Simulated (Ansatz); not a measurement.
Gas-phase electronic energies from Ansatz, PBE0-D4/def2-TZVP geometries. CCSD(T)/CBS is the MP2 limit (def2-TZVPP, def2-QZVPP) plus CCSD(T) − MP2 in def2-TZVPP, frozen cores. This one scheme is used for every species. Double bonds are as drawn, so ΔE can hold a change between cis and trans. For Ga outer-core shells are correlated without core-valence functions, which leaves a few kJ/mol of doubt a bond. Scalar relativity is left out up to krypton. Each species was taken in one conformer, which may not be the lowest.

Consider the ligand exchange at a Ga–C bond: `C/C(O)=[CH]/[GaH2]` + `N=CO` → `O/C=[N]/[GaH2]` + `C=C(C)O`.

```csv
species,CCSD/CBS(def2) energy (Eh)
`C/C(O)=[CH]/[GaH2]`,-2117.41321
`N=CO`,-169.69203
`O/C=[N]/[GaH2]`,-2094.22095
`C=C(C)O`,-192.89165
```

Q: Work out ΔE.

A: ΔE = (-2094.22095) + (-192.89165) − (-2117.41321) − (-169.69203) = -0.00736 Eh = -19.3 kJ/mol. CCSD(T)/CBS gives -17.6 kJ/mol.

Largest T1 diagnostic among the species: 0.016.

The D4 term adds +3.9 kJ/mol with B3LYP and +2.1 kJ/mol with PBE0; it sums over pairs of atoms, weighted by their polarisabilities, and B3LYP, whose exchange is more repulsive, gets the larger term. In def2-TZVPP, CCSD(T) changes the Hartree–Fock value by +11.0 kJ/mol (the triples alone add +1.7 kJ/mol) and MP2 by +10.7 kJ/mol.

B3LYP here is the variant with VWN-RPA as its local correlation; programs differ in this.
